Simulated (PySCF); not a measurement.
**Spinor energies of Gd⁺ (gadolinium, charge +1)**

Start: [Xe] 4f7 5d1 6s1; 4f5/2 filled at m_j = -5/2, -3/2, -1/2, +1/2, +3/2, +5/2; 4f7/2 filled at m_j = +7/2; 5d3/2 filled at m_j = -3/2; 6s1/2 filled at m_j = +1/2. Calculated with PySCF 2.14 in x2c-SVPall-2c (7s10p9d3f1g, 112 functions): generalised Hartree-Fock with the X2C-1e Hamiltonian and a Gaussian nucleus; one run each with spin-orbit coupling (SO) switched off, then screened by Boettger's factors.

| spinor shell | electrons | ε, spin-free (eV) | ε, screened SO (eV) | weight of nominal j (screened SO) | rms radius, screened SO (bohr) |
| --- | --- | --- | --- | --- | --- |
| 1s1/2 | 2 | -50500.4 | -50491.0 | 1.000 | 0.0249 |
| 2s1/2 | 2 | -8464.4 | -8461.5 | 1.000 | 0.101 |
| 2p1/2 | 2 | -7528.4 | -8018.9 | 1.000 | 0.0864 |
| 3s1/2 | 2 | -1931.9 | -1930.9 | 1.000 | 0.260 |
| 3p1/2 | 2 | -1635.9 | -1738.5 | 1.000 | 0.252 |
| 3p3/2 | 4 | -1635.9 | -1591.2 | 1.000 | 0.265 |
| 3d3/2 | 4 | -1243.7 | -1262.5 | 0.994 | 0.237 |
| 3d5/2 | 6 | -1243.7 | -1230.2 | 0.996 | 0.241 |
| 4s1/2 | 2 | -417.23 | -416.90 | 1.000 | 0.588 |
| 4p1/2 | 2 | -316.97 | -341.33 | 0.966 | 0.605 |
| 4p3/2 | 4 | -316.97 | -306.15 | 0.983 | 0.633 |
| 4d3/2 | 4 | -174.94 | -181.00 | 0.724 | 0.684 |
| 4d5/2 | 6 | -174.94 | -170.57 | 0.816 | 0.690 |
| 5s1/2 | 2 | -66.937 | -66.836 | 1.000 | 1.44 |
| 5p1/2 | 2 | -39.901 | -44.354 | 0.857 | 1.62 |
| 5p3/2 | 4 | -39.901 | -37.806 | 0.928 | 1.71 |
| 4f5/2 | 6 | -29.193 | -29.125 | 0.551 | 0.925 |
| 4f7/2 | 1 | -29.193 | -28.451 | 1.000 | 0.922 |
| 5d3/2 | 1 | -12.756 | -12.862 | 0.858 | 2.73 |
| 6s1/2 | 1 | -11.499 | -11.478 | 0.998 | 4.03 |

Q: Where does 2p3/2 lie, and what is the 2p spin-orbit splitting (screened SO)?

A: At -7318.0 eV, 700.90 eV above 2p1/2.

```csv
quantity,spin-free,screened SO
E (hartree),-11263.03027,-11270.31447
M_J,5/2,5/2
⟨J²⟩,12.774,12.481
⟨L²⟩,6.020,6.049
⟨S²⟩,24.754,24.592
```

The determinant has a definite M_J but mixes levels of different J.

Each row is a mean over spinors that exchange with the open shell spreads, by up to 19.505 eV (4d5/2).

Rows whose weight is well below 1 are mixtures of j = l ± 1/2: exchange outweighs spin-orbit coupling there, and the label is only the starting occupation.

Breit and QED terms are absent; they matter most for the inner s and p1/2 levels.

Densities and radii are taken from the X2C orbitals without a picture-change correction, which distorts them close to the nucleus.

Without spin-orbit coupling the j labels of p, d and f shells carry no meaning; the spin-free column gives the mean over the occupied spinors of each nl shell, and its ⟨J²⟩ belongs to a mixture of degenerate components.
